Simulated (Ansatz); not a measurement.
Results of the Gaussian-basis code of Ansatz.

`C[SiH][SeH]` radical at its PBE0-D4/def2-TZVP geometry, where that method's forces vanish. Total charge 0; spin multiplicity 2.

```tsv
atom	x (Å)	y (Å)	z (Å)
C1	0.2123	-0.3040	1.0516
Si2	0.4442	-0.4143	-0.8078
Se3	-0.8445	1.0745	-1.9571
H4	0.8216	-1.0631	1.5486
H5	-0.8369	-0.4692	1.3111
H6	0.5126	0.6763	1.4260
H7	-0.0140	-1.7357	-1.3289
H8	-0.2953	2.2356	-1.2435
```

Task: For each bond, give half the difference of the two atoms' forces along it (eV/Å; positive pushes the atoms apart) under PBE-D4, r2SCAN-D4, B3LYP-D4, ωB97M-V in def2-TZVPP. (Estimate.)

Result: The calculation gave: 
```csv
bond,length (Å),PBE-D4,r2SCAN-D4,B3LYP-D4,ωB97M-V
C1–Si2,1.877,0.03,0.00,0.12,0.07
C1–H4,1.093,0.10,-0.02,-0.05,-0.05
C1–H5,1.093,0.10,-0.01,-0.05,-0.06
C1–H6,1.092,0.11,-0.01,-0.05,-0.05
Si2–Se3,2.280,0.16,0.05,0.20,0.01
Si2–H7,1.493,0.13,-0.02,-0.11,-0.13
Se3–H8,1.469,0.27,-0.01,0.04,-0.11
```

B3LYP here is the variant with VWN-RPA as its local correlation; programs differ in this.
